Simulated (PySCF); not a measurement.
## `C#C[C@@H]1[AlH][CH2]C[C@@H]1C`, C$_{7}$H$_{11}$Al

Molfile (atoms numbered from 1):
```
C7H11Al
     RDKit          3D

 19 19  0  0  0  0  0  0  0  0999 V2000
    2.4199    1.4275    0.8092 C   0  0  0  0  0  0  0  0  0  0  0  0
    1.4968    1.1969    0.0778 C   0  0  0  0  0  0  0  0  0  0  0  0
    0.3855    0.9012   -0.8006 C   0  0  2  0  0  0  0  0  0  0  0  0
   -1.2812    1.7753   -0.0774 Al  0  0  0  0  0  3  0  0  0  0  0  0
   -2.0590    0.1634    0.8053 C   0  0  0  0  0  0  0  0  0  0  0  0
   -0.8073   -0.7404    0.7133 C   0  0  0  0  0  0  0  0  0  0  0  0
   -0.1032   -0.5651   -0.6443 C   0  0  2  0  0  0  0  0  0  0  0  0
    1.0362   -1.5663   -0.8087 C   0  0  0  0  0  0  0  0  0  0  0  0
    3.2241    1.6435    1.4476 H   0  0  0  0  0  0  0  0  0  0  0  0
    0.7254    1.0625   -1.8319 H   0  0  0  0  0  0  0  0  0  0  0  0
   -1.7147    3.2500   -0.1620 H   0  0  0  0  0  0  0  0  0  0  0  0
   -2.4032    0.2187    1.8435 H   0  0  0  0  0  0  0  0  0  0  0  0
   -2.8809   -0.3086    0.2486 H   0  0  0  0  0  0  0  0  0  0  0  0
   -1.0684   -1.7933    0.8528 H   0  0  0  0  0  0  0  0  0  0  0  0
   -0.0968   -0.4672    1.4992 H   0  0  0  0  0  0  0  0  0  0  0  0
   -0.8491   -0.7468   -1.4330 H   0  0  0  0  0  0  0  0  0  0  0  0
    0.6669   -2.5871   -0.7241 H   0  0  0  0  0  0  0  0  0  0  0  0
    1.5097   -1.4513   -1.7820 H   0  0  0  0  0  0  0  0  0  0  0  0
    1.7894   -1.4036   -0.0408 H   0  0  0  0  0  0  0  0  0  0  0  0
  1  2  3  0
  2  3  1  0
  3  4  1  0
  4  5  1  0
  5  6  1  0
  6  7  1  0
  7  8  1  0
  7  3  1  0
  1  9  1  0
  3 10  1  6
  4 11  1  0
  5 12  1  0
  5 13  1  0
  6 14  1  0
  6 15  1  0
  7 16  1  6
  8 17  1  0
  8 18  1  0
  8 19  1  0
M  END
```

The calculation used PySCF 2.14.0, TDDFT PBE0/def2-SVPD circular dichroism and optical rotation, one conformer, gas phase. Geometry: GFN2-xTB.

Q: Draw the ECD and absorption spectra from the lowest 8 states, each a Gaussian of half-width 0.3 eV at 1/e height.

A: 
```csv
E (eV),λ (nm),Δε (L mol⁻¹ cm⁻¹),ε (L mol⁻¹ cm⁻¹)
3.70,335,+0.37,52.6
3.85,322,+1.53,217
4.00,310,+3.84,542
4.15,299,+5.82,823
4.30,288,+5.32,758
4.45,279,+2.65,428
4.60,269,-0.74,171
4.75,261,-5.21,118
4.90,253,-10.02,182
5.05,245,-11.08,238
5.20,238,-7.69,264
5.35,232,-6.00,371
5.50,225,-9.62,627
5.65,219,-13.55,830
5.80,214,-12.34,790
5.95,208,-8.31,814
6.10,203,-5.57,1460
6.25,198,-3.55,2750
6.40,194,-1.06,3660
```
Δε uses R in velocity form, ε uses f in length form. Only the states computed contribute, so the short-wavelength end is incomplete.
